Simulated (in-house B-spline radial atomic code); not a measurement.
Settings and results of a run for neutral scandium (an excited or competing configuration). Level of theory: Dirac-Hartree-Fock, average of configuration, Fermi nucleus of rms radius 3.5459 fm; calculated with a B-spline radial code for spherical atoms.

Command:
```bash
python run_scf.py task.json out
```
Settings (nuclear radius in fm, mass in u):
```
Z                21
configuration    [Ne] 3s2 3p5 3d1 4s2 5s1
hamiltonian      dirac
method           hf
spin_polarised   False
nucleus          fermi
rms_radius       3.5459
atomic_mass      44.95591
speed_of_light   137.035999084
```

Output (hartree, bohr):
```
 radial grid: 91 intervals, B-splines of order 8, outer radius 85 bohr

 iter        energy (Eh)    residual
    1       -758.4805424    3.24e-01
    2       -761.3365060    1.20e-01
    3       -761.9396404    3.44e-02
    4       -762.0025640    1.18e-02
    5       -762.0100557    3.71e-03
    6       -762.0107823    3.61e-04
    7       -762.0107877    9.96e-05
    8       -762.0107879    2.54e-06
    9       -762.0107879    8.26e-07
   10       -762.0107879    2.78e-08

 total energy                     -762.010788
 kinetic                            769.38131
 electron-nucleus                 -1804.70055
 electron-electron                  273.30845

 first-order corrections (not in the total)
   Gaunt                            0.24537
   retardation                     -0.02010
   frequency dependence            -0.00037
   self-energy                      0.16147
   Uehling                         -0.01216
   Wichmann-Kroll                   0.00005
   recoil                           0.00746

 orbital      occ     eigenvalue          <r>       <r^2>       <1/r>     <1/r^3>       <r^4>       r_max    small
 1s1/2      2.000     -167.41601    0.0729695  0.00716134     20.7783           -  0.00013251     0.04782  5.65e-03
 2s1/2      2.000      -19.75820     0.340221    0.136838      4.3444           -   0.0329324      0.2823  9.82e-04
 2p1/2      2.000      -16.29377     0.304684    0.114562      4.2417           -   0.0271207      0.2311  9.46e-04
 2p3/2      4.000      -16.11877     0.307199    0.116324     4.19408     219.743   0.0278907      0.2331  9.38e-04
 3s1/2      2.000       -2.94840       1.0533     1.27252      1.3184           -      2.5676       0.916  1.95e-04
 3p1/2      1.667       -1.98464      1.13224      1.4986     1.19928           -     3.82534       0.954  1.68e-04
 3p3/2      3.333       -1.96370      1.13897     1.51632     1.19021     24.4592     3.91582      0.9597  1.66e-04
 3d3/2      0.400       -0.70218      1.40768     2.45967    0.910444     1.89329     12.9647       1.029  1.03e-04
 3d5/2      0.600       -0.70101      1.40989      2.4671     0.90883     1.87783     13.0377       1.031  1.03e-04
 4s1/2      2.000       -0.37877      3.23614     11.8602    0.396285           -     217.489       2.797  2.57e-05
 5s1/2      1.000       -0.08208      9.49947     100.372    0.128139           -     14557.1       8.454  3.09e-06
```

Time taken, with all properties: 3.2 s on 1 thread of Arm Neoverse V1 (shared host).

For the Dirac Hamiltonian the kinetic term is c α·p + (β - 1)c².
